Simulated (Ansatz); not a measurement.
The cluster Rb₂Br. Charge 0, multiplicity 2. Geometry PBE0-D4/def2-TZVP, basis def2-TZVP, Ansatz.

Cartesian coordinates in Å:
```
Rb -1.494 1.289 -1.242
Rb 1.412 0.131 1.850
Br 0.082 -1.419 -0.608
```

| run | HOMO (eV) | LUMO (eV) |
| --- | --- | --- |
| A | -2.26 | -1.88 |
| B | -3.29 | -0.97 |
| C | -2.36 | -1.80 |
| D | -3.56 | -0.09 |
| E | -2.71 | -1.24 |
| F | -2.66 | -1.63 |

In the def2 sets Rb takes a core potential; there is no spin–orbit coupling. B3LYP takes the VWN-RPA correlation. The structure comes from a short search, and lower isomers may exist.

HOMO and LUMO are taken over both spins.

Problem. The runs used B3LYP, BLYP, CAM-B3LYP, HF, PBE, PBE0. Estimate which is which.

Solution. A BLYP (0 % exact exchange); B CAM-B3LYP (range-separated); C PBE (0 % exact exchange); D HF (100 % exact exchange); E PBE0 (25 % exact exchange); F B3LYP (20 % exact exchange). Exact exchange lowers occupied and raises empty levels; among semilocal functionals meta-GGAs tend to open the gap a little, and such runs are hard to tell apart. The gap grows from 0.38 eV (BLYP) to 3.47 eV (HF).
